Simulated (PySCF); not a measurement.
Fe: ionisation energy

Fe [Ar] 3d6 4s2 (5D) → Fe⁺ [Ar] 3d6 4s1 (6D), as a difference of total energies. Calculation: PySCF 2.14, in dyall-av2z (16s12p7d2f, 101 functions); the non-relativistic Hamiltonian (point nucleus). Correlated levels: valence: [Ar] frozen; virtual orbitals above 40 to 60 times the deepest correlated orbital energy dropped. The calculations carry no spin-orbit coupling.

```tsv
method	ionisation energy (eV)	difference from reference (eV)
UHF	6.368	-1.536
MP2 (valence)	7.380	-0.524
SCS-MP2 (valence)	7.547	-0.357
CCSD (valence)	7.585	-0.319
CCSD(T) (valence)	7.671	-0.233
```

Reference: 7.904 eV (measured; NIST levels, between the centres of gravity of the two terms).

These non-relativistic numbers lack the scalar-relativistic shift.

Errors of the correlated levels include the incompleteness of this basis and the frozen core.
